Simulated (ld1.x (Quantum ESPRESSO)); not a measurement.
bromine (Br): variants of one TM potential

Base potential:

ld1.x (Quantum ESPRESSO) 7.5 input, shortened:

```
&input
   title='Br', zed=35., rel=2, dft='WC', iswitch=3,
   config='[Ar] 3d10 4s2 4p4.5 4d-2', rel_dist='average'
 /
 &inputp
   pseudotype=2, tm=.true., lloc=2,
   nlcc=.true., new_core_ps=.true., rcore=0.95
 /
3
4S  1  0   2.00   0.00  1.10  1.10  0.0
4P  2  1   4.50   0.00  1.70  1.70  0.0
4D  3  2  -2.00   0.30  1.80  1.80  0.0
 &test
   configts(1)='4s2 4p4.5'
 /
```

Open shells are filled in proportion to 2j + 1 (rel_dist='average').

All-electron outer shells of the reference configuration (Wu–Cohen, scalar-relativistic, ld1.x):

```csv
shell,level (eV),outermost node (bohr),outermost maximum (bohr)
4s,-25.13,0.67,1.41
4p,-12.51,0.70,1.64
```

Cutoffs, loose and tight: the cutoffs (Ry, on a coarse ladder) from which the occupation-weighted sum of valence levels, in a spherical-Bessel basis at the reference potential, stays within 10 and 1 mRy of its value at 400 Ry. They do not see the model core or the augmentation charge, which bear on the density cutoff. Test errors are all-electron minus pseudo excitation energies from the reference, over the configurations 4s2 4p5; 4s2 4p4; 4s2 4p3; 4s2 4p5.3; 4s1 4p6; 4s2 4p1; 4s2 4p2. A dash means not determined; rows that change the core or the reference have their own tests. The largest error is taken over the tests solved by every variant that gives reliable tests at all: 4s1 4p6; 4s2 4p5; 4s2 4p5.3.

A true bound ghost makes a file unfit for plane-wave use even where its test errors are small: the radial tests pick states by their node count and pass the ghost by.

Cutoffs are not given where the Bessel-basis levels miss the radial ones by over 6 mRy, ghosts where they miss by over 20 mRy; a channel whose overlap is not positive is not tested.

```csv
change,outcome,"cutoff, loose","cutoff, tight",bound ghosts,largest test error (meV)
base,generated,100 Ry,200 Ry,none,-11
wave 4s (bound): rc 1.10 bohr becomes 4s (bound): rc 0.72 bohr,generated,–,–,not determined,-130
wave 4s (bound): rc 1.10 bohr becomes 4s (bound): rc 0.92 bohr,generated,260 Ry,over 300 Ry,s,-51
wave 4s (bound): rc 1.10 bohr becomes 4s (bound): rc 1.22 bohr,generated,55 Ry,110 Ry,none,-6.6
wave 4s (bound): rc 1.10 bohr becomes 4s (bound): rc 1.66 bohr,generated,40 Ry,70 Ry,none,-7.7
```

Task: What comes out with this change to the base: wave 4s (bound): rc 1.10 bohr becomes 4s (bound): rc 1.44 bohr?

Result: outcome: generated; cutoff, loose: 45 Ry; cutoff, tight: 70 Ry; bound ghosts: none; largest test error (meV): -4.8.

Reading the sweep of the s radius (base included, trends over the rows without a ghost): The loose cutoff falls from 100 Ry at 1.1 to 40 Ry at 1.66 bohr. A larger radius leaves more room for a smooth pseudo-wave, so fewer plane waves are needed; a smaller one forces it to follow the all-electron wave where it bends sharply. The median size of the test errors (rows with all tests solved) is not monotonic: lowest 4.8 meV at 1.44 bohr, highest 11.4 meV at 1.1 bohr. Bound ghosts are found at 0.92 bohr.
